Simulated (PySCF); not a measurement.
**Bonding in `C=C[C@@H]1C[C@@H]2C=C[C@H]1CC2`**

Compound: C₁₀H₁₄.
Atom-mapped SMILES: `[CH2:1]=[CH:2][C@@H:3]1[CH2:4][C@@H:5]2[CH:6]=[CH:7][C@H:8]1[CH2:9][CH2:10]2` (hydrogens: H11, H12 on C1; H13 on C2; H14 on C3; H15, H16 on C4; H17 on C5; H18 on C6; H19 on C7; H20 on C8; H21, H22 on C9; H23, H24 on C10)

Cartesian coordinates in Å at the GFN2-xTB level; atoms count from 1:
```
atom  x, y, z in Å
C1     3.1464   -1.1157    0.0455
C2     2.0223   -0.6494    0.5555
C3     0.8498   -0.1903   -0.2528
C4     0.5173    1.2881    0.0259
C5    -0.9609    1.4197    0.4308
C6    -1.1725    0.5660    1.6405
C7    -0.8620   -0.7097    1.4641
C8    -0.3975   -1.0448    0.0833
C9    -1.5156   -0.6368   -0.8924
C10   -1.8166    0.8581   -0.7184
H11    3.2973   -1.1920   -1.0192
H12    3.9652   -1.4406    0.6648
H13    1.8926   -0.5817    1.6280
H14    1.0777   -0.3289   -1.3142
H15    0.7108    1.8959   -0.8589
H16    1.1456    1.6684    0.8342
H17   -1.2111    2.4672    0.6136
H18   -1.5359    0.9879    2.5632
H19   -0.9392   -1.4714    2.2230
H20   -0.1606   -2.1052   -0.0290
H21   -2.4035   -1.2351   -0.6816
H22   -1.2026   -0.8550   -1.9145
H23   -1.5869    1.4093   -1.6315
H24   -2.8721    1.0156   -0.4926
```

Bond orders from the PBE0/pcSseg-1 density (PySCF). Geometry: GFN2-xTB, one conformer, isolated molecule.

How far do the computed orders between heavy atoms stray from the drawn ones?

The largest departure is 0.158, at C6–C7 (drawn double, 1.842).

Give the Mayer order of every bond between heavy atoms, beside its length.

| bond | drawn as | length (Å) | Mayer order |
| --- | --- | --- | --- |
| C1–C2 | double | 1.320 | 1.992 |
| C2–C3 | single | 1.496 | 0.998 |
| C3–C4 | single | 1.541 | 0.984 |
| C4–C5 | single | 1.538 | 1.007 |
| C5–C6 | single | 1.496 | 1.002 |
| C6–C7 | double | 1.325 | 1.842 |
| C7–C8 | single | 1.495 | 1.006 |
| C8–C9 | single | 1.539 | 1.024 |
| C9–C10 | single | 1.535 | 1.021 |
| C8–C3 | single | 1.549 | 0.964 |
| C10–C5 | single | 1.539 | 1.003 |

By pair of heavy elements: C–C: lowest C8–C3 (0.964, 1.549 Å), highest C1–C2 (1.992, 1.320 Å); in 3 of the 55 pairs the longer bond (by over 0.003 Å) has the higher order (by 0.02 or more).

And the bonds to hydrogen?

C–H: 0.94 to 0.99 (14 bonds).

Sum the orders of all bonds at each heavy atom with more than one neighbour and set the sums beside the valence in the SMILES.

C1 3.898 (drawn 4), C2 3.941 (drawn 4), C3 3.890 (drawn 4), C4 3.888 (drawn 4), C5 3.975 (drawn 4), C6 3.833 (drawn 4), C7 3.837 (drawn 4), C8 3.954 (drawn 4), C9 3.942 (drawn 4), C10 3.926 (drawn 4). Orders between atoms that aren't bonded are not in these sums.

The Mayer order sums products of elements of PS (density times overlap matrix) between the two atoms' basis functions, so it depends on the basis set.

The run behind these numbers computed NMR shieldings as well. The run took 2.6 min wall, 85 s CPU on x86-64 server, one thread (shared host).
